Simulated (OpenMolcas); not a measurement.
## Mn5+: effect of the active space

* Program: OpenMolcas
* Method: XMS-CASPT2, IPEA 0.25 Eh, imaginary shift 0.1 Eh
* Basis: ANO-RCC-VTZP
* Scalar Hamiltonian: DKH2, point nucleus
* Spin-orbit coupling: state interaction with AMFI integrals over the reference wave functions, term energies averaged over their components

A. 2 electrons in 5 orbitals (3d); 2S+1 = 3 even, 10 roots; 2S+1 = 1 even, 15 roots; closed shells correlated: 3s 3p; CASPT2 step of the order of 2.4 core-seconds
B. 2 electrons in 10 orbitals (3d 4d); 2S+1 = 3 even, 10 roots; 2S+1 = 1 even, 15 roots; closed shells correlated: 3s 3p; CASPT2 step about 70 core-seconds

Energies in cm-1 above 3d2 3F2, the measured ground level; measured values from Corliss and Sugar, J. Phys. Chem. Ref. Data 6, 1253 (1977).

| Level | A | B | Measured |
| --- | --- | --- | --- |
| 3d2 3F2 | 0.0 | 0.0 | 0.0 |
| 3d2 3F3 | 756 | 758 | 746 |
| 3d2 3F4 | 1709 | 1715 | 1669 |
| 3d2 1D2 | 15900 | 16130 | 15336 |
| 3d2 3P0 | 18790 | 18780 | 17782 |
| 3d2 3P1 | 19060 | 19050 | 18057 |
| 3d2 3P2 | 19670 | 19660 | 18628 |
| 3d2 1G4 | 26550 | 26510 | 25511 |
| 3d2 1S0 | 61680 | 62010 |  |

Deviations, from unrounded energies. A percentage is the sum of absolute deviations over the sum of measured energies, with the sign that they share, or ± where signs differ.

```
                        Against measurement  Levels     A     B
             mean absolute deviation (cm-1)       7   670   700
      fine structure of the ground term (%)       2  +2.1  +2.4
other terms of the ground configuration (%)       5  +4.9  +5.1
```

A, B lie about equally close to measurement. The largest miss of A in the table is 3d2 3P2, by +1000 cm-1. The ranking rests on the paired levels alone, and a cruder setting can come out closer through cancelling errors.

The two smallest mean deviations differ by little beside CASPT2's spread within terms, so their order carries little weight.

Between A and B the level of the table that moves most is 3d2 1S0, by 330 cm-1 (lowest in A, highest in B). Moves below CASPT2's spread within the term are not significant.

Term energies are means over components that CASPT2 splits; among the terms shown or strongly mixed into the levels shown the widest spread is 1000 cm-1 (3d2 3F, A). Active for correlation alone: 4d; no level in the range computed is led by a configuration that fills it, so any true level of that kind is missing (holds for B). Computed and measured levels are paired by configuration, term and J; levels that our copy of the source lacks, or whose pairing is in doubt (as where it misses far off the trend of its configuration), stay unpaired and out of the deviations. Levels of configurations outside the active space are missing.
